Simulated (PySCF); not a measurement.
Rh: ionisation energy

Rh [Kr] 4d8 5s1 (4F) → Rh⁺ [Kr] 4d8 (3F), as a difference of total energies. All numbers are calculated (PySCF 2.14, the spin-free X2C one-electron Hamiltonian (Gaussian nucleus), in ANO-RCC-VTZP). Correlated levels: valence: [Kr] frozen. The calculations carry no spin-orbit coupling.

```csv
method,ionisation energy (eV),plus first-order spin-orbit estimate,error of that sum (eV)
UHF,6.341,6.335,-1.124
MP2 (valence),7.291,7.286,-0.173
SCS-MP2 (valence),7.067,7.061,-0.398
CCSD (valence),7.204,7.198,-0.261
CCSD(T) (valence),7.279,7.273,-0.186
```

Reference: 7.459 eV (measured; NIST Atomic Spectra Database, ionization energies).

A first-order spin-orbit estimate (lowest level to lowest level, LS coupling) adds -0.006 eV.

Errors of the correlated levels include the incompleteness of this basis and the frozen core.
